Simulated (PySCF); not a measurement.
## Radial density of Ne (neon, neutral)

UHF, [Ne], closed-shell 1S. All numbers are calculated (PySCF 2.14, the spin-free X2C one-electron Hamiltonian (Gaussian nucleus), in aug-cc-pVQZ-DK (6s5p4d3f2g, 80 functions)).

```csv
r (bohr),4πr²ρ (e/bohr)
0.00241,0.04761
0.00405,0.1265
0.00682,0.3316
0.0115,0.8415
0.0193,2.014
0.0324,4.350
0.0546,7.901
0.0918,10.77
0.154,9.366
0.260,5.514
0.437,6.431
0.735,7.770
1.24,3.845
2.08,0.6390
3.50,0.02847
5.88,5.579e-05
```

Densities and radii are taken from the X2C orbitals without a picture-change correction, which distorts them close to the nucleus.
